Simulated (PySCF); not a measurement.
[Co(NH3)6]3+ (charge 3, multiplicity 5), PySCF with r2SCAN-D4/def2-TZVP // r2SCAN-D4/def2-SVP. The calculation was stopped at its time limit.

```python
import json, numpy as np
from pyscf import gto, dft
from fastk import lowrank_exchange
atoms = """
Co     0.013810    -0.017150     0.036365
N     -1.869307     0.730721    -0.774364
H     -2.714906     0.420043    -0.274924
H     -2.031688     0.441390    -1.749466
H     -1.951598     1.757262    -0.795320
N     -1.039302    -0.373143     1.890238
H     -0.412927    -0.670694     2.653833
H     -1.760164    -1.108265     1.850641
H     -1.528041     0.450398     2.270448
N      1.962933    -0.784364     0.569307
H      1.964224    -1.274795     1.476710
H      2.703068    -0.073670     0.662503
H      2.346961    -1.474880    -0.092013
N      0.585525     1.923316     0.837888
H     -0.193224     2.588912     0.946679
H      1.268466     2.437969     0.263438
H      1.016243     1.887782     1.772975
N      0.869175     0.525616    -1.896781
H      1.894774     0.620207    -1.910270
H      0.527737     1.431281    -2.249005
H      0.666915    -0.137433    -2.658666
N     -0.503200    -2.029147    -0.611374
H     -1.496759    -2.157568    -0.851757
H     -0.314222    -2.763021     0.086490
H     -0.004446    -2.350761    -1.453569
"""
def scf(charge, spin, dm0=None):
    mol = gto.M(atom=atoms, basis='def2-tzvp', ecp={}, charge=charge, spin=spin, verbose=4, max_memory=5040)
    mf = dft.KS(mol, xc='r2scan').density_fit(auxbasis="def2-universal-jkfit")
    mf.disp = 'd4'
    mf.grids.level = 4
    mf.conv_tol = 1e-8
    mf.max_cycle = 120
    mf.level_shift = 0.25
    mf.kernel(dm0)
    if not mf.converged:
        mf = mf.newton().run(mf.mo_coeff, mf.mo_occ).undo_soscf()
    return mf
mf = scf(3, 4)
lowrank_exchange(mf)  # same exchange matrices as the stock routine, built faster for response steps
mo, _, stable, _ = mf.stability(return_status=True)
if not stable:
    mf.kernel(mf.make_rdm1(mo, mf.mo_occ))
e, occ = np.ravel(mf.mo_energy), np.ravel(mf.mo_occ)
ev = 27.211386245988
occupied, empty = np.sort(e[occ > 0]) * ev, np.sort(e[occ == 0]) * ev
print("highest occupied levels (eV):", np.round(occupied[-6:], 3))
print("lowest empty levels (eV):", np.round(empty[:6], 3))
res = dict(converged=bool(mf.converged), energy=mf.e_tot, dispersion=float(mf.get_dispersion()) if mf.do_disp() else 0.0, nlc=bool(mf.do_nlc()), nao=mf.mol.nao, cycles=mf.cycles,
           occupied=occupied[-8:].tolist(), empty=empty[:8].tolist(), dipole=mf.dip_moment().tolist(), s2=float(mf.spin_square()[0]),
           mulliken=mf.mulliken_pop(verbose=3)[1].tolist(), meta_lowdin=mf.mulliken_meta(verbose=3)[1].tolist())
res["spin_pop"] = mf.mulliken_spin_pop(verbose=3)[1].tolist()
json.dump(res, open("result.json", "w"))
```

The last lines of the output:

```
  HOMO = -0.719177124547  LUMO = -0.442704798058  gap/eV = 7.52320
cycle= 119 E= -1721.10908520369  delta_E= -3.22e-06  |g|= 0.00107  |ddm|= 0.00294
  alpha nocc = 44  HOMO = -0.719169804053633  LUMO = -0.192864190644521
  beta  nocc = 40  HOMO = -0.74641743678157  LUMO = -0.442711935104857
  HOMO = -0.719169804054  LUMO = -0.442711935105  gap/eV = 7.52280
cycle= 120 E= -1721.10908706485  delta_E= -1.86e-06  |g|= 0.000497  |ddm|= 0.00147
SCF not converged.
SCF energy = -1721.10908706485 after 120 cycles  <S^2> = 6.0062725  2S+1 = 5.0025084

******** <class 'pyscf.soscf.newton_ah.SecondOrderDFUKS'> ********
method = SecondOrderDFUKS
initial guess = minao
damping factor = 0
level_shift factor = 0.25
DIIS = <class 'pyscf.scf.diis.CDIIS'>
diis_start_cycle = 1
diis_space = 8
diis_damp = 0
SCF conv_tol = 1e-08
SCF conv_tol_grad = None
SCF max_cycles = 120
direct_scf = False
number electrons alpha = 44  beta = 40
XC library pyscf.dft.libxc version 7.1.2
    S. Lehtola, C. Steigemann, M. J. T. Oliveira, and M. A. L. Marques,  SoftwareX 7, 1–5 (2018)
XC functionals = r2scan
    J. W. Furness, A. D. Kaplan, J. Ning, J. P. Perdew, and J. Sun,  J. Phys. Chem. Lett. 11, 8208–8215 (2020)
    J. W. Furness, A. D. Kaplan, J. Ning, J. P. Perdew, and J. Sun,  J. Phys. Chem. Lett. 11, 9248–9248 (2020)
    J. W. Furness, A. D. Kaplan, J. Ning, J. P. Perdew, and J. Sun,  J. Phys. Chem. Lett. 11, 8208–8215 (2020)
    J. W. Furness, A. D. Kaplan, J. Ning, J. P. Perdew, and J. Sun,  J. Phys. Chem. Lett. 11, 9248–9248 (2020)
radial grids:
    Treutler-Ahlrichs [JCP 102, 346 (1995); DOI:10.1063/1.469408] (M4) radial grids

becke partition: Becke, JCP 88, 2547 (1988); DOI:10.1063/1.454033
grids dens level: 4
symmetrized grids: False
small_rho_cutoff = 0
******** <class 'pyscf.df.df_jk.DFUKS'> Newton solver flags ********
SCF tol = 1e-08
conv_tol_grad = None
max. SCF cycles = 120
direct_scf = False
max_cycle_inner = 12
max_stepsize = 0.05
ah_start_tol = 1e+09
ah_level_shift = 0
ah_conv_tol = 1e-12
ah_lindep = 1e-14
ah_start_cycle = 1
ah_max_cycle = 40
ah_grad_trust_region = 2.5
kf_interval = 4
kf_trust_region = 5
canonicalization = True
Set conv_tol_grad to 0.0001
  alpha nocc = 44  HOMO = -0.71916665170182  LUMO = -0.442865025324462
  beta  nocc = 40  HOMO = -0.746398571552395  LUMO = -0.692692858507196
  HOMO = -0.719166651702  LUMO = -0.692692858507  gap/eV = 0.72039
Initial guess E= -1721.10908706485  |g|= 0.000496608
```
